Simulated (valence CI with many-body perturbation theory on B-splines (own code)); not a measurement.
Questions on Fe²⁰⁺

Computed by relativistic CI+MBPT: four valence electrons over a frozen Dirac-Fock core [He], a basis of 11 s, 11 p, 9 d, 7 f, 5 g, 2 h, 1 i functions for each j, with the one-electron correlation potential Σ1, the two-electron term Σ2, the three-electron term Σ3, Breit, model QED; selected CI, second order for the rest (own B-spline code, finite nucleus).

No measured levels were compared; by estimate levels of excited configurations hold to 0.05 to 0.15 % of their energy, terms of the ground configuration to about 0.5 %. Among the levels kept, up to 270 cm⁻¹ of a level comes from second order outside the variational space, and about a tenth of that is noise between levels of different J, which matters for small intervals.

Rates and lifetimes use the calculated energies. Strong lines usually hold to 10 to 20 %, long lifetimes can be off by a factor of two.

(1) What is the ground level?

(2) How well does LS coupling describe the low levels?

(3) Name the longest-lived excited levels whose lifetime is computed, and their main decay.

(4) How is the term 3P of the ground level split?

(5) What is the ionisation energy?

(6) Where does the other parity begin?

(7) Among levels below 1081.7 eV, which E1 lines absorb most strongly from the ground level?

Results:

(1) 2s2.2p2 3P_0, composition 90 % 2s2.2p2 3P + 9 % 2s2.2p2 1S.

(2) Among the lowest 20 levels the leading LS term, summed over configurations, holds 88 % on average. For single configurations the figures are 87 % in LS and 78 % in jj coupling. Terms mix most in the J = 2 level at 116.9 eV, where the leading one holds 73 %.

(3) 2s2.2p2 3P_2 at 14.5 eV lives 1.17 ms, mostly by M1 to 2s2.2p2 3P_1; 2s2.2p2 3P_1 at 9.1 eV lives 153 μs, mostly by M1 to 2s2.2p2 3P_0; 2s2.2p2 1D_2 at 30.3 eV lives 32.0 μs, mostly by M1 to 2s2.2p2 3P_1.

(4) J = 0 at 0.0, J = 1 at 9.1, J = 2 at 14.5 eV.

(5) 1689.1 eV; NIST lists 1687 ± 1 eV (semi-empirical).

(6) At 2s.2p3 5S°_2, 60.3 eV.

(7) to 2s2.2p.3d 3D°_1 at 1.229 nm, f = 1.28; to 2s.2p2.3p 5P°_1 at 1.198 nm, f = 0.211; to 2s.2p2.3p 3D°_1 at 1.193 nm, f = 0.0950.
